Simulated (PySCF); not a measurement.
# Spinor energies of Ho⁵⁵⁺ (holmium, charge +55)

Start: [Ne] 3s2. Calculated with PySCF 2.14 in an even-tempered Gaussian basis (17 s from 5.5 bohr⁻², ratio 2.6; 14 p from 7.2 bohr⁻², ratio 2.6; 6 d from 7.3 bohr⁻², ratio 2.8; 4 f from 100 bohr⁻², ratio 2.8): generalised Hartree-Fock with the X2C-1e Hamiltonian and a Gaussian nucleus; spin-orbit coupling (SO) screened by Boettger's factors.

| spinor shell | electrons | ε, screened SO (eV) | weight of nominal j (screened SO) | rms radius, screened SO (bohr) |
| --- | --- | --- | --- | --- |
| 1s1/2 | 2 | -60199.4 | 1.000 | 0.0235 |
| 2s1/2 | 2 | -13527.5 | 1.000 | 0.0935 |
| 2p1/2 | 2 | -13100.5 | 1.000 | 0.0798 |
| 2p3/2 | 4 | -12211.4 | 1.000 | 0.0861 |
| 3s1/2 | 2 | -5496.0 | 1.000 | 0.223 |

```json
{"quantity": "E (hartree)", "screened SO": "-9298.31920"}
{"quantity": "M_J", "screened SO": "0"}
{"quantity": "⟨J²⟩", "screened SO": "0.000"}
{"quantity": "⟨L²⟩", "screened SO": "0.022"}
{"quantity": "⟨S²⟩", "screened SO": "0.022"}
```

Breit and QED terms are absent; they matter most for the inner s and p1/2 levels.

Densities and radii are taken from the X2C orbitals without a picture-change correction, which distorts them close to the nucleus.
